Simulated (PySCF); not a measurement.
## GaF₃ + 2 H₂O → GaO(OH) + 3 HF

Level: PBE0 in the def2-TZVP basis family, all electrons, no relativity, computed in PySCF with density fitting; open shells unrestricted.

```json
{"species": "GaF₃", "state and structure": "singlet, D3h, Ga–F 1.724 Å (×3)", "E (Eh)": "-2224.10133", "ZPE (kJ/mol)": "16.4", "H(298 K) − H(0) (kJ/mol)": "15.3", "S° (J/(mol K))": "292.8"}
{"species": "H₂O", "state and structure": "singlet, C2v, O–H 0.960 Å (×2); H–O–H 105.1°", "E (Eh)": "-76.37736", "ZPE (kJ/mol)": "56.5", "H(298 K) − H(0) (kJ/mol)": "9.9", "S° (J/(mol K))": "188.7"}
{"species": "GaO(OH)", "state and structure": "singlet, Cs, Ga–O 1.644 Å, Ga–O 1.747 Å, O–H 0.961 Å; Ga–O–H 115.2°, O–Ga–O 176.4°", "E (Eh)": "-2075.54960", "ZPE (kJ/mol)": "40.5", "H(298 K) − H(0) (kJ/mol)": "13.5", "S° (J/(mol K))": "272.9"}
{"species": "HF", "state and structure": "singlet, C∞v, H–F 0.920 Å", "E (Eh)": "-100.39188", "ZPE (kJ/mol)": "24.9", "H(298 K) − H(0) (kJ/mol)": "8.7", "S° (J/(mol K))": "173.6"}
```

Task: What is the electronic reaction energy?

Result: At PBE0/def2-TZVP, ΔE = 343.4 kJ/mol from the differences of the total energies times 2625.5, uphill. 

Task: Add zero-point, thermal and entropy terms for 298.15 K and 1 bar.

Result: ΔZPE = -14.2 and Δ[H(298) − H(0)] = 4.5 kJ/mol give ΔH° = 333.7 kJ/mol. ΔS° = 123.5 J/(mol K), so ΔG° = 333.7 − 298.15 × (0.1235) = 297 kJ/mol. ΔG° would change sign near 2700 K if ΔH° and ΔS° stayed fixed.

The structures come from searches over a few start shapes, so lower isomers are not excluded.
